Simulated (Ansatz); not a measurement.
Reaction (ligand exchange at a Ge–O bond): `NB(Cl)[O][GeH3]` + `O[SiH2]F` → `F[SiH2][O][GeH3]` + `NB(O)Cl`

Program: Ansatz. Geometries: PBE0-D4/def2-TZVP. ΔE: electronic, gas phase. CBS: MP2 limit from def2 TZ/QZ plus the TZ coupled-cluster correction, frozen cores. Functionals use def2-TZVPP. HSE06 is defined as in plane-wave codes. For Ge outer-core shells are correlated without core-valence functions, which leaves a few kJ/mol of doubt a bond. Scalar relativity is left out up to krypton. Each species was taken in one conformer, which may not be the lowest.

(1) Is it downhill or uphill in electronic energy at CCSD(T)/CBS, and by how much? (Estimate.)

(2) What do these levels give: PBE-D4, r2SCAN-D4, ωB97M-V, revPBE, PBE0, HSE06, RPA@PBE/def2-TZVPP, HF/def2-SVP, MP2/def2-SVP, CCSD/def2-SVP, CCSD(T)/def2-SVP, CCSD/def2-TZVPP? (Best estimate.)

Largest T1 diagnostic among the species: 0.012.

## Answers

(1) Computed: Downhill: ΔE = -19.6 kJ/mol.

(2) Ansatz gave: PBE-D4 -19.6, r2SCAN-D4 -21.1, ωB97M-V -21.2, revPBE -21.8, PBE0 -21.9, HSE06 -21.8, RPA@PBE/def2-TZVPP -19.5, HF/def2-SVP -32.9, MP2/def2-SVP -27.9, CCSD/def2-SVP -28.9, CCSD(T)/def2-SVP -27.9, CCSD/def2-TZVPP -20.7 kJ/mol.

In def2-TZVPP, CCSD(T) changes the Hartree–Fock value by +5.9 kJ/mol (the triples alone add +1.1 kJ/mol) and MP2 by +6.1 kJ/mol. Leaving LDA and LC-ωPBE aside and taking each functional with its dispersion term where it has one, the values, not all of them listed here, spread over 3.6 kJ/mol, from BHLYP-D4 to revPBE-D4. At CCSD(T), def2-SVP lies −8.3 kJ/mol from the extrapolated value and def2-TZVPP +0.1 kJ/mol.
